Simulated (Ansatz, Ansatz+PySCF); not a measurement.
```xyz
18

C     0.0000    0.0000    0.0000
C     1.1691    0.6750    0.0000
C     2.4249   -0.0500    0.0000
C     3.5940    0.6250    0.0000
C     4.8497   -0.1000    0.0000
C     5.7266    0.0688    1.0125
C     6.9823   -0.6562    1.0125
C     7.8592   -0.4875    2.0250
H     0.0000   -1.0900    0.0000
H    -0.9440    0.5450    0.0000
H     1.1691    1.7650    0.0000
H     2.4249   -1.1400    0.0000
H     3.5940    1.7150    0.0000
H     5.0857   -0.7812   -0.8175
H     5.4906    0.7500    1.8300
H     7.2183   -1.3375    0.1950
H     7.6232    0.1938    2.8425
H     8.8032   -1.0325    2.0250
```

Basis set: def2-SVP (spherical functions). Charge 0, multiplicity 3.

Computed with Ansatz (development build ahead of 0.2.0); each method stands on the lowest determinant of its kind that the runs found. Restricted functionals stand beside restricted open-shell atoms, which can lie above the unrestricted atoms usual in DFT and then raise those values.

The atomization energy at this shape (free ground-state atoms in the same class of orbitals less the molecule, no zero-point energy) of triplet C₈H₁₀:

```tsv
method	atomization energy
PBE0 (unrestricted)	81.21 eV
PBE0 (restricted open-shell)	81.45 eV
UHF	60.63 eV
ROHF	60.74 eV
```

Question: What does ωB97X (unrestricted) give?

Answer: 79.85 eV. Caution: another spin multiplicity may lie lower. Caution for UHF: the unrestricted determinant is spin contaminated. Caution for ROHF: an unrestricted determinant lies well below.

The shape needn't be a minimum at these levels.
